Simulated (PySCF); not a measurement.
Species: C4H12OSi.
Geometry (PBE0-D3(BJ)/def2-SVP, Å), atoms numbered from 1 in this order:
```
atom  x, y, z in Å
C1    -2.099    0.018    0.347
C2    -0.651    0.306   -0.017
C3     0.122    0.996    1.097
C4     1.585    1.214    0.772
O5     2.220   -0.029    0.582
Si6    3.777   -0.202    0.025
H7    -2.164   -0.642    1.227
H8    -2.633   -0.476   -0.478
H9    -2.645    0.944    0.590
H10   -0.611    0.932   -0.926
H11   -0.132   -0.632   -0.270
H12    0.058    0.397    2.022
H13   -0.331    1.977    1.327
H14    1.676    1.837   -0.142
H15    2.075    1.772    1.593
H16    4.018   -1.664   -0.105
H17    3.944    0.475   -1.300
H18    4.765    0.397    0.978
```

The closed-shell ground state was solved at several levels (PySCF, density fitting, gas phase, non-relativistic).

```tsv
level	basis functions	HOMO (eV)	LUMO (eV)	gap (eV)	dipole (D)
wB97X-D/pcSseg-1	169	-9.91	2.36	12.27	0.99
CAM-B3LYP/def2-SVPD	223	-9.45	1.14	10.59	0.95
```

(1) What might PBE0/pcSseg-1 (169 basis functions) give for the same quantities?

(2) Over all these levels, which gives the widest orbital gap and which the narrowest?

(3) How far do the dipole and the HOMO energy spread over the levels?

Answers

(1) HOMO -8.00 eV, LUMO 0.54 eV, gap 8.54 eV, dipole 0.97 D.

(2) wB97X-D/pcSseg-1 (range-separated hybrid) has the widest, 12.27 eV, and PBE0/pcSseg-1 (global hybrid, 25 % exact exchange) the narrowest, 8.54 eV. The two share the basis. From the narrowest to the widest the HOMO moves by -1.91 eV and the LUMO by +1.82 eV.

(3) The dipole runs from 0.95 to 0.99 D (mean 0.97 D) and the HOMO from -9.91 to -8.00 eV.

One conformer stands for the species.
